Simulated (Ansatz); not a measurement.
`N#C[SiH2][SiH2]Cl` + `N[SiH3]` → `N#C[SiH2]N[SiH3]` + `[SiH3]Cl`  (cleavage of the Si–Si bond)

Calculated with Ansatz (gas phase, PBE0-D4/def2-TZVP geometries, no zero-point term in ΔE). CCSD(T)/CBS is the MP2 limit (def2-TZVPP, def2-QZVPP) plus CCSD(T) − MP2 in def2-TZVPP, frozen cores. This one scheme is used for every species. DFT in def2-TZVPP. HSE06 is defined as in plane-wave codes. Each species was taken in one conformer, which may not be the lowest.

| level | ΔE (kJ/mol) | difference from CCSD(T)/CBS |
| --- | --- | --- |
| LDA (SPW92) | -49.1 | 19.0 |
| r2SCAN-D4 | -59.9 | 8.2 |
| PBE0-D4 | -52.8 | 15.3 |
| HSE06-D4 | -52.6 | 15.5 |
| ωB97X-V | -65.0 | 3.1 |
| B2PLYP | -69.0 | -0.9 |
| r2SCANh | -61.1 | 7.0 |
| RPA@PBE/def2-TZVPP | -71.5 | -3.4 |
| SCS-MP2/def2-TZVPP | -77.9 | -9.8 |
| CCSD(T)/def2-TZVPP | -69.4 | -1.3 |
| CCSD(T)/CBS | -68.1 | 0 |

Largest T1 diagnostic among the species: 0.013.

In def2-TZVPP, CCSD(T) changes the Hartree–Fock value by +14.4 kJ/mol (the triples alone add +2.0 kJ/mol) and MP2 by +8.3 kJ/mol. From BLYP to BHLYP (50 % exact exchange), in def2-TZVPP and without D4, ΔE moves by −15.3 kJ/mol. Leaving LDA and LC-ωPBE aside and taking each functional with its dispersion term where it has one, the values, not all of them listed here, spread over 27.2 kJ/mol, from BHLYP-D4 to PBE-D4. LDA lies −4.3 kJ/mol from PBE without D4.

CCSD(T)/CBS has its own doubt, a few kJ/mol and more with outer-core shells, so smaller differences from it don't rank the levels.
